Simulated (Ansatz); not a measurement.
BClH₅NOSi. Total charge 0; spin multiplicity 1. The bonds changed during the relaxation, so this is another structure than the one it started from. The geometry is a stationary point of PBE0-D4/def2-TZVP. It is one conformer, not always the lowest.

```xyz
10

B     1.024   -0.780    0.570
Si   -0.387   -0.381   -0.692
N     0.367    0.747    0.567
O    -1.994   -0.527   -0.428
Cl   -0.129    0.573   -2.506
H     0.724   -1.395    1.551
H     2.149   -0.792    0.167
H     0.982    1.500    0.291
H    -0.158    0.996    1.395
H    -2.578    0.058   -0.915
```

What is the dipole moment at B3LYP/def2-TZVPP? (Estimate.)

The calculation gave: 3.40 D, with components (-1.40, 3.04, 0.62) D in this frame, pointing from negative to positive charge.

And with PBE, r2SCAN, ωB97M-V? (An estimate is asked.)

The calculation gave: PBE 3.47 D, r2SCAN 3.51 D, ωB97M-V 3.44 D.

Give the Mulliken charges with B3LYP, ωB97M-V, PBE in def2-TZVPP. (An estimate is asked.)

Computed: 
```
atom  B3LYP  ωB97M-V    PBE
  B1  -0.16    -0.31  -0.22
 Si2   0.44     0.44   0.38
  N3  -0.18    -0.14  -0.14
  O4  -0.39    -0.37  -0.34
 Cl5  -0.26    -0.23  -0.24
  H6   0.04     0.08   0.03
  H7   0.03     0.08   0.03
  H8   0.15     0.13   0.16
  H9   0.15     0.13   0.16
 H10   0.19     0.18   0.19
```

B3LYP here is the variant with VWN-RPA as its local correlation; programs differ in this.
